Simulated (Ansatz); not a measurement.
Molecule: sum formula GaH2Cl (charge 0, singlet). 
Coordinates optimised at B3LYP-D3(BJ)/def2-TZVP (Ansatz, a quantum-chemistry and plane-wave program):
```
Ga
H 1 1.5569
H 1 1.5569 2 129.93
Cl 1 2.1661 2 115.03 3 180.00
```

Property: atomisation energy (electronic, to ground-state atoms), in kcal/mol. Cores are frozen in the correlated levels unless marked. Open shells are spin-unrestricted. No spin-orbit coupling. Frozen are the shells of the preceding noble gas and the d and f shells that filled before the atom's block. No relativistic terms. The coupled-cluster limit lacks core correlation, which all-electron functionals hold. CBS marks a two-point X^-3 extrapolation of the correlation energy; Hartree-Fock from the larger set.

```
level                                        program  atomisation energy (kcal/mol)
------------------------------------  --------------  -----------------------------
PBE-D3(BJ)/def2-TZVPD                 Ansatz + dftd3                     (withheld)
BLYP-D4/def2-TZVPD                    Ansatz + dftd4                          214.4
PBE0/6-31G*                                   Ansatz                          213.1
r2SCAN0-D4/def2-TZVPD                 Ansatz + dftd4                     (withheld)
HSE06-D4/def2-TZVPD                   Ansatz + dftd4                          219.9
wB97X-V/def2-TZVPD                            Ansatz                          225.6
B2PLYP-D4/def2-TZVPD                  Ansatz + dftd4                          217.9
B2PLYP/def2-TZVPD                             Ansatz                          216.9
PBE-QIDH/def2-TZVPD                           Ansatz                     (withheld)
RPA@PBE/def2-QZVPP                            Ansatz                          207.1
SCS-MP2/STO-3G                                Ansatz                          166.7
SCS-MP2/6-31G*                                Ansatz                          194.0
SCS-MP2/def2-TZVPP                            Ansatz                          219.6
CCSD(T)/CBS(def2-TZVPPD,def2-QZVPPD)          Ansatz                          224.3
```

### Question
Some entries are withheld; supply them.

### Answer

- PBE-D3(BJ)/def2-TZVPD, atomisation energy (kcal/mol): 219.1
- r2SCAN0-D4/def2-TZVPD, atomisation energy (kcal/mol): 223.1
- PBE-QIDH/def2-TZVPD, atomisation energy (kcal/mol): 221.1
